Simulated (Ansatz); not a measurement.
`[F][Al]1[BH]O[B]1S`. Charge 0, multiplicity 1. Geometry: relaxed with PBE0-D4/def2-TZVP. It is one conformer, not always the lowest.

```xyz
8

F    -0.733   -2.420   -2.132
Al   -0.462   -1.324   -0.930
B    -0.716   -0.808    1.126
O    -0.028    0.368    0.869
B     0.409    0.552   -0.456
S     1.304    2.003   -0.957
H    -1.102   -0.998    2.241
H     1.327    2.626    0.239
```

Q: What is the dipole moment at PBE/def2-TZVPP? (Estimate.)

A: Computed: 1.65 D, with components (0.29, 1.11, 1.18) D in this frame, pointing from negative to positive charge.

Q: And with r2SCAN, B3LYP, ωB97M-V? (An estimate is asked.)

A: Ansatz gave: r2SCAN 1.53 D, B3LYP 1.43 D, ωB97M-V 1.30 D.

Q: Give the Mulliken charges with PBE, B3LYP, r2SCAN in def2-TZVPP. (Best estimate.)

A: The calculation gave: 
```tsv
atom	PBE	B3LYP	r2SCAN
F1	-0.28	-0.32	-0.33
Al2	0.46	0.49	0.63
B3	-0.04	-0.01	-0.01
O4	-0.15	-0.22	-0.27
B5	0.00	0.06	-0.01
S6	-0.13	-0.14	-0.12
H7	0.03	0.05	0.01
H8	0.11	0.10	0.09
```

B3LYP here is the variant with VWN-RPA as its local correlation; programs differ in this.
